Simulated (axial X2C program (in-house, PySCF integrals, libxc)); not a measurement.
Worked dissociation energy of RuIn: PBE0, without spin–orbit coupling

Calculated with an in-house relativistic program for diatomic molecules. Spin-free means the one-electron spin-free X2C Hamiltonian. Basis: In dyall-cv3z [11s12p9d4f1g], Ru dyall-cv3z [12s12p8d5f3g] (cores contracted in-house); Gaussian nuclei, density fitting, unrestricted open shells. Masses: In 114.904 u, Ru 101.904 u.

Molecular state: M_S = 3/2, Λ = 0 (beyond evenly filled blocks: σα, δ+α, δ-α).

* E(In) (2M_S = 1, M_L = 0): -5880.662196 hartree
* E(Ru) (2M_S = 4, M_L = 2): -4530.051834 hartree
* E(RuIn) at Re: -10410.784527 hartree
* ωe: 168.4 cm⁻¹
* ωexe: 0.608 cm⁻¹

Work out De and D0.

De = -5880.662196 + (-4530.051834) − (-10410.784527) = 0.07050 hartree = 1.918 eV. The zero-point energy is ωe/2 − ωexe/4 = 84 cm⁻¹ = 0.010 eV, so D0 = 1.908 eV.

The state is one determinant whose occupation by symmetry is held fixed; it was picked as the lowest of a PBE0 search that is not exhaustive. Dissociation energies refer to the lowest single-determinant-based atoms at the same level and basis. Other states lie close and PBE0, whose exact exchange favours high spin, may order them wrongly; the determinant shown need not be the ground state. The nearest other spin-free determinant of the search, M_S = 3/2, Λ = 3, lies 0.45 eV up at the distance of the search. Without a current term, density functionals place determinants with orbital angular momentum somewhat too high. The determinant is spin-polarised beyond a pure state at some levels (its spin-free form has ⟨S²⟩ too high), which makes Re and μ there less reliable. Spin-free De lacks the spin–orbit lowering of the heavy p-block atom, a tenth of an eV or more for 4p and 5p, up to an eV for 6p and one to two eV for 7p atoms, less what an open-shell molecule gains itself.

Each atomic determinant is the lowest at this level and need not be a pure term. Totals compare only within one Hamiltonian and basis.
